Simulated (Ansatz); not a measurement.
Ansatz results at the PBE0-D4/def2-TZVP geometry: size of the dipole moment (ωB97M-V/def2-TZVPP) 1.08 D; LUMO energy (ωB97M-V/def2-TZVPP) 0.88 eV; HOMO–LUMO gap (PBE/def2-TZVPP) 5.04 eV.

**Question.** Which molecule gave them?
A. `NC(N)=C=S`
B. `O=[C]([SiH3])[AlH][OH]`
C. `F[SiH]([SiH3])[GeH3]`
D. `[GeH3][CH]1N=CO1`

**Answer.** C. The others give `O=[C]([SiH3])[AlH][OH]`: 2.55, -0.17, 1.54; `[GeH3][CH]1N=CO1`: 0.92, 2.03, 5.61; `NC(N)=C=S`: 1.61, 0.12, 1.17.
